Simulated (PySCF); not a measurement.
C3H3, SMILES c1c[cH+]1, charge +1.

Coordinates come from a PBE-D3(BJ)/def2-TZVP optimisation.

Two levels are set side by side: TDDFT-PBE/def2-SVPD (PySCF) and TDDFT-LC-ωPBE/def2-SVPD (PySCF). Vertical, same geometry. The lowest singlet is HOMO−1→LUMO 50 %, HOMO→LUMO+1 50 % with PBE and HOMO−1→LUMO 49 %, HOMO→LUMO+1 49 % with the other functional; states are paired by order. Differences are taken from unrounded values.

```csv
quantity,TDDFT-LC-ωPBE
lowest singlet excitation (eV),7.21
lowest triplet excitation (TDA) (eV),6.57
first bright state (f over 0.05) (eV),9.64
its oscillator strength,0.13
```

Task: What does TDDFT-PBE give, and how far is it from TDDFT-LC-ωPBE? (An estimate is asked for; the answer gives what the named calculation found.)

Result: 
| quantity | TDDFT-PBE | TDDFT-PBE minus TDDFT-LC-ωPBE |
|---|---|---|
| lowest singlet excitation (eV) | 7.09 | -0.13 |
| lowest triplet excitation (TDA) (eV) | 6.48 | -0.09 |
| first bright state (f over 0.05) (eV) | 9.57 | -0.08 |
| its oscillator strength | 0.10 | -0.03 |

Rough cost on one machine, each run with all the roots and properties that it gave: TDDFT-LC-ωPBE against TDDFT-PBE about 3 times.
